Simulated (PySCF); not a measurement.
A geometry optimisation on `O=CC#CB(O)O`.

Method: PBE0-D3(BJ)/def2-SVP geometry optimisation, gas phase (PySCF 2.14.0). Start geometry: GFN2-xTB. The input is one job of a driver script: a line of settings, then coordinates in Å.

Command:
```bash
OMP_NUM_THREADS=1 python probes_run.py task.json out
```

Input:
```
{"job": {"xc": "PBE0", "basis": "def2-SVP", "d3": "d3bj", "grid": 1, "shake": 0.01, "kind": "geom"}, "charge": 0, "multiplicity": 1}
O     -3.518240    -0.990460    -0.388610
C     -2.739690    -0.404780    -1.086760
C     -1.371850    -0.211470    -0.797290
C     -0.144160    -0.029390    -0.559900
B      1.310580     0.181830    -0.269720
O      2.166590    -0.772310    -0.659280
O      1.665280     1.330780     0.372450
H     -2.997550     0.050490    -2.067750
H      3.099610    -0.644360    -0.453630
H      2.579880     1.468730     0.578430
```

Output:
```
step   0  E = -365.99460680  max force = 0.100700
step   1  E = -365.99918121  max force = 0.011276
step   2  E = -366.00000360  max force = 0.009480
step   3  E = -366.00077955  max force = 0.008651
step   4  E = -366.00079866  max force = 0.007339
step   5  E = -366.00121776  max force = 0.002571
step   6  E = -366.00124054  max force = 0.000930
step   7  E = -366.00125045  max force = 0.000986
step   8  E = -366.00125240  max force = 0.001455
step   9  E = -366.00125782  max force = 0.000763
step  10  E = -366.00126403  max force = 0.000524
step  11  E = -366.00126849  max force = 0.001177
step  12  E = -366.00127750  max force = 0.001117
step  13  E = -366.00128591  max force = 0.000443
optimisation converged
```

Energies in Eh; «max force» is the largest Cartesian gradient component in Eh/bohr.

Problem. How much energy does the optimisation release, in kcal/mol?

Solution. E(step 0) − E(last step) = 0.006679 Eh, which is 4.2 kcal/mol.

Problem. Give the first gradient maximum in eV/Å.

Solution. With 1 Eh/bohr = 51.422 eV/Å, 5.178 eV/Å.

Summary of the converged run: final energy -366.00129 Eh after 13 steps; dipole 5.49 D.

Problem. Give the final coordinates.

Solution. 0.034 Å rms from the input after alignment:
```
atom  x, y, z in Å
O1    -3.4324   -1.2885   -0.5656
C2    -2.6767   -0.6275   -1.2318
C3    -1.3178   -0.3124   -0.8526
C4    -0.1652   -0.0311   -0.5698
B5     1.2952    0.3009   -0.1931
O6     2.2481   -0.5756   -0.5989
O7     1.5075    1.4412    0.5118
H8    -2.9826   -0.2013   -2.2190
H9     3.1499   -0.3536   -0.3492
H10    2.4242    1.6266    0.7359
```

The run took 52 s on one thread of an Arm Neoverse V2 (shared host), and the process peaked at 0.44 GiB of memory.
Labels such as C1 count atoms from 1, the log's own numbers from 0.
